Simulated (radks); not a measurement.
Species: Fe. Configuration: [Ar] 3d5 4s2 4p1 (not the ground configuration).

Calculated with a radial shooting solver on a logarithmic mesh with Libxc functionals: non-relativistic Kohn-Sham, PBE, spin-polarised, spherical densities, point nucleus; open shells are filled with parallel spins first.

Energy parts (eV):
| part | energy |
|---|---|
| total | -34373.890 |
| kinetic | 34347.711 |
| electron-nucleus | -81625.097 |
| Hartree | 14402.459 |
| exchange-correlation | -1498.964 |

Orbitals (lengths in bohr, moments of r in powers of bohr; r(90%) holds 90 % of the orbital's charge):
orbital	occ.	eigenvalue (eV)	r(90%)
1s up	1	-6939.998	0.105
1s down	1	-6939.983	0.105
2s up	1	-815.0732	0.419
2s down	1	-812.4151	0.418
2p up	3	-704.1790	0.388
2p down	3	-702.1827	0.387
3s up	1	-101.4429	1.21
3s down	1	-95.5811	1.22
3p up	3	-68.9276	1.30
3p down	3	-63.1703	1.32
3d up	5	-16.1929	1.72
3d down	0	-10.8728	1.88
4s up	1	-7.9179	4.07
4s down	1	-6.3012	4.33
4p up	1	-3.0263	5.60
4p down	0	-1.9341	6.21

The highest occupied level is 4p up at -3.026 eV. The configuration is held as typed, so some empty levels lie below it. The spin density at the nucleus is -0.145 e/bohr^3 (1s -0.042, 2s -2.205, 3s 1.170, 4s 0.932), a Fermi contact field of -7.61 T. The electron density at the nucleus is 1.193e+04 e/bohr^3. Virial ratio -V/T = 2.00076. Spin moment in Bohr magnetons: 6.
